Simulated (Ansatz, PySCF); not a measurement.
Gas-phase reaction (SMILES): C[SiH2]O[SiH](Cl)Cl + O (H2O) + 3 [SiH4] (SiH4) -> C[SiH3] + 2 O[SiH3] [hydroxysilane] + 2 [SiH3]Cl [chlorosilane]; bond separation energy.

Structures are relaxed separately at B3LYP-D3(BJ)/def2-TZVP in Ansatz (a program for electronic structure), one conformer each, not searched for the lowest. Correlated levels leave the core frozen unless marked. No spin-orbit coupling. Non-relativistic. CBS(X,Y): correlation extrapolated as X^-3; Hartree-Fock from the larger set. The bracket is a focal-point correction in the basis named. Thermal terms are rigid-rotor harmonic-oscillator values from B3LYP-D3(BJ) frequencies (PySCF) at 298.15 K and 1 atm. 1 Eh = 627.5095 kcal/mol.

```tsv
species	E, RI-MP2/CBS(cc-pV(T+d)Z,cc-pV(Q+d)Z)+[CCSD(T)-MP2]/cc-pV(T+d)Z (Ansatz) (Eh)	E, B3LYP-D3(BJ)/def2-TZVPD (Ansatz + dftd3) (Eh)	H - E (Eh)
C[SiH2]O[SiH](Cl)Cl	-1614.75762	-1616.73796	0.08219
C[SiH3]	-330.73641	-331.26788	0.06602
O (H2O)	-76.37659	-76.46738	0.02495
O[SiH3]	-366.68646	-367.23056	0.04319
[SiH3]Cl	-750.69114	-751.60414	0.03058
[SiH4] (SiH4)	-291.46100	-291.91976	0.03520
```

Work out ΔE and ΔH at 298.15 K at the first level, then ΔH at the second.


1. ΔE = [(-330.73641) + 2×(-366.68646) + 2×(-750.69114)] - [(-1614.75762) + (-76.37659) + 3×(-291.46100)] = 0.02560 Eh = 16.1 kcal/mol at RI-MP2/CBS(cc-pV(T+d)Z,cc-pV(Q+d)Z)+[CCSD(T)-MP2]/cc-pV(T+d)Z.
2. The terms H - E add up to 0.00082 Eh, so ΔH = (0.02560 + (0.00082))×627.5095 = 16.6 kcal/mol.
3. At B3LYP-D3(BJ)/def2-TZVPD the same steps give ΔE = 17.2 and ΔH = 17.7 kcal/mol, a shift of +1.1 from the first level.
4. These values are not checked against measurement here, since the tables used lack a sound gas-phase enthalpy of formation for at least one species.
